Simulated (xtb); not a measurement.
ITl, charge -1, doublet, at a GFN2-xTB geometry (such geometries of metal compounds can be far from the true shape) (a state made from the parent by changing its charge; the spin is typed, not shown lowest); GFN0-xTB (xtb).

Here is a job for xtb.
```
$ xtb mol.xyz --gfn 0 --chrg -1 --uhf 1 --json

# file mol.xyz
2

Tl    -0.00000000    -0.00000000    -1.17686441
I      0.00000000     0.00000000     1.79860409
```

Q: What does xtb print? Leave out banner, timings and long lists.

A: 
```
   ID    Z sym.   atoms
    1   81 Tl     1
    2   53 I      2

           -------------------------------------------------
          |                Calculation Setup                |
           -------------------------------------------------

           -------------------------------------------------
          |                 G F N 0 - x T B                 |
           -------------------------------------------------

          ...................................................
          :                      SETUP                      :
          :.................................................:
          :  # basis functions                  14          :
          :  # atomic orbitals                  13          :
          :  # shells                            5          :
          :  # electrons                        11          :
          :  electronic temp.          300.0000000     K    :
          :  accuracy                    1.0000000          :
          :  -> integral cutoff          0.2500000E+02      :
          :  -> integral neglect         0.1000000E-07      :
          ...................................................

         :::::::::::::::::::::::::::::::::::::::::::::::::::::
         ::                     SUMMARY                     ::
         :::::::::::::::::::::::::::::::::::::::::::::::::::::
         :: total energy              -6.528006545815 Eh    ::
         :: gradient norm              0.007228563671 Eh/a0 ::
         :: HOMO-LUMO gap              0.000000000000 eV    ::
         ::.................................................::
         :: H0 energy                 -5.451737863716 Eh    ::
         :: repulsion energy           0.000315987082 Eh    ::
         :: electrostat energy        -1.076327241303 Eh    ::
         :: -> Gsolv                   0.000000000000 Eh    ::
         ::    -> Gsasa                0.000000000000 Eh    ::
         ::    -> Gshift               0.000000000000 Eh    ::
         :: dispersion energy         -0.000257427879 Eh    ::
         :: short-range corr.          0.000000000000 Eh    ::
         :: add. restraining           0.000000000000 Eh    ::
         :: total charge              -1.000000000000 e     ::
         :::::::::::::::::::::::::::::::::::::::::::::::::::::

           -------------------------------------------------
          |                Property Printout                |
           -------------------------------------------------

[...]
      -------------------------------------------------------------
         1        2.0000           -0.6775893             -18.4381
         2        2.0000           -0.6507825             -17.7087
         3        2.0000           -0.4365646             -11.8795
         4        2.0000           -0.4285770             -11.6622
         5        2.0000           -0.4285770             -11.6622
         6        0.5000           -0.2062397              -5.6121 (HOMO)
         7        0.5000           -0.2062397              -5.6121 (LUMO)
         8                         -0.0951901              -2.5903
         9                         -0.0499343              -1.3588
        10                         -0.0499343              -1.3588
        11                          0.0029699               0.0808
        12                          0.0029699               0.0808
        13                          0.3138351               8.5399
      -------------------------------------------------------------
                  HL-Gap            0.0000000 Eh            0.0000 eV
             Fermi-level            0.0000000 Eh            0.0000 eV

     #   Z          covCN         q      C6AA      α(0)
     1  81 Tl       0.787    -0.581   815.242    72.247
     2  53 I        0.787    -0.419   402.128    34.640

 Mol. C6AA /au·bohr⁶  :       2318.261544
 Mol. C8AA /au·bohr⁸  :     328149.951342
 Mol. α(0) /au        :        106.886570

Wiberg/Mayer (AO) data.
largest (>0.10) Wiberg bond orders for each atom

 ---------------------------------------------------------------------------
     #   Z sym  total        # sym  WBO       # sym  WBO       # sym  WBO
 ---------------------------------------------------------------------------
     1  81 Tl   0.854 --     2 I    0.854
     2  53 I    0.854 --     1 Tl   0.854
 ---------------------------------------------------------------------------

Topologies differ in total number of bonds
Writing topology from bond orders to xtbtopo.mol

 dipole moment from electron density (au)
     X       Y       Z
   0.0000   0.0000  -2.7334  total (Debye):    6.948

           -------------------------------------------------
          | TOTAL ENERGY               -6.528006545815 Eh   |
          | GRADIENT NORM               0.007228563671 Eh/α |
          | HOMO-LUMO GAP               0.000000000000 eV   |
           -------------------------------------------------

normal termination of xtb
```
